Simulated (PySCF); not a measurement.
CH₅ClGeO₂. Atoms are numbered in the order given.

```xyz
10

C      1.9898    -0.1708    -0.4765
Ge     0.0886     0.0794    -0.2621
O     -0.8867    -0.9051    -1.3750
O     -0.2712     1.7901    -0.5350
Cl    -0.5772    -0.4978     1.7409
H      2.2410    -0.1061    -1.5450
H      2.5232     0.6166     0.0738
H      2.2809    -1.1560    -0.0878
H     -1.5255    -1.4577    -0.9041
H     -1.2186     1.9701    -0.6064
```

Coordinates come from a B3LYP-D3(BJ)/def2-SVP optimisation. The structure was generated by enumeration, and PubChem lists no compound with its InChIKey, so it may never have been made. One conformer was computed; it need not be the lowest.

Computed with PBE/pcSseg-1 (PySCF).

GIAO shieldings, no solvent; atoms listed in one row are averaged. δ = σ(ref) − σ: ¹³C against TMS (σ = 182.0 ppm); ⁷³Ge against GeH4 (σ = 1614.4 ppm); ¹⁷O against H2O (σ = 334.3 ppm); ³⁵Cl against HCl (σ = 936.5 ppm); ¹H against TMS (σ = 31.49 ppm), references at their B3LYP-D3(BJ)/def2-TZVP geometries, non-relativistic (without spin–orbit terms, shifts of atoms bonded to Cl or Br come out too high).

| nucleus | atoms | count | δ (ppm) |
|---|---|---|---|
| ¹³C | C1 | 1 | 7.1 |
| ⁷³Ge | Ge2 | 1 | 451.4 |
| ¹⁷O | O3, O4 | 2 | 101.1 |
| ³⁵Cl | Cl5 | 1 | 119.3 |
| ¹H | H10 | 1 | 2.17 |
| ¹H | H9 | 1 | 1.90 |
| ¹H | H6, H7, H8 | 3 | 1.20 |
